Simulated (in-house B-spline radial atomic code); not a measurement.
A fraction x of an electron is moved 3p → 4p in Ca, starting from [Ar] 4s2 and keeping the highest spin. Level of theory: scalar-relativistic (X2C) LC-wPBE, spin-polarised, spherical fractional occupations, Fermi nucleus of rms radius 3.4776 fm; calculated with an all-electron radial atomic-structure program (B-spline basis).

Caution: exact exchange at fractional occupations of open shells leaves self-interaction of up to several eV.

```json
{"x": "0", "E(x) - E(0) (eV)": "0.0000", "3p down level (eV)": "-33.404", "4p up level (eV)": "-"}
{"x": "0.125", "E(x) - E(0) (eV)": "4.2131", "3p down level (eV)": "-34.022", "4p up level (eV)": "-0.139"}
{"x": "0.25", "E(x) - E(0) (eV)": "8.4662", "3p down level (eV)": "-34.549", "4p up level (eV)": "-0.394"}
{"x": "0.375", "E(x) - E(0) (eV)": "12.7496", "3p down level (eV)": "-35.040", "4p up level (eV)": "-0.669"}
{"x": "0.5", "E(x) - E(0) (eV)": "17.0568", "3p down level (eV)": "-35.500", "4p up level (eV)": "-0.957"}
{"x": "0.625", "E(x) - E(0) (eV)": "21.3837", "3p down level (eV)": "-35.931", "4p up level (eV)": "-1.254"}
{"x": "0.75", "E(x) - E(0) (eV)": "?", "3p down level (eV)": "?", "4p up level (eV)": "?"}
{"x": "0.875", "E(x) - E(0) (eV)": "?", "3p down level (eV)": "?", "4p up level (eV)": "?"}
{"x": "1", "E(x) - E(0) (eV)": "34.4341", "3p down level (eV)": "-37.077", "4p up level (eV)": "-2.199"}
```

Task: What belongs in the row x = 0.75?

Result: An energy change of 25.7247 eV; 3p down at -36.337 eV, 4p up at -1.561 eV.

Task: What belongs in the row x = 0.875?

Result: An energy change of 30.0762 eV; 3p down at -36.718 eV, 4p up at -1.876 eV.

Task: Check Janak's theorem between x = 0.125 and 0.25.

Result: The slope of the energy is 34.02 eV; the orbital levels give 34.02 eV (ε of the receiving orbital less ε of the emptying one, averaged over the two points).
